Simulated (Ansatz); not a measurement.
Z-matrix (Å, degrees):
```
Si
C 1 1.884
H 1 1.488 2 110.2
H 1 1.487 2 110.5 3 120.3
H 1 1.488 2 110.1 3 -119.4
C 2 1.515 1 112.6 3 60.1
H 2 1.094 1 108.8 3 -177.3
H 2 1.095 1 108.2 3 -62.2
Se 6 1.962 2 114.6 1 177.6
H 6 1.090 2 112.1 1 -59.5
H 6 1.092 2 111.5 1 60.6
H 9 1.469 6 94.9 2 63.8
```

Total charge 0; spin multiplicity 1.

List the PBE0/def2-TZVPP orbital energies in eV (Ansatz 0.2.0). (Estimate.)

Computed: Occupied: -12361.38, -1802.45, -1584.18, -1421.22, -1421.19, -1421.12, -279.34, -278.34, -214.60, -158.20, -158.10, -157.89, -144.81, -99.47, -99.47, -99.46, -58.22, -58.20, -58.01, -57.93, -57.90, -22.27, -19.39, -17.11, -14.81, -13.36, -11.68, -11.12, -10.71, -9.90, -9.59, -9.55, -8.37, -6.55. Lowest empty: -0.09, 0.59, 0.79, 1.43, 1.61, 2.06, 2.39, 2.58.
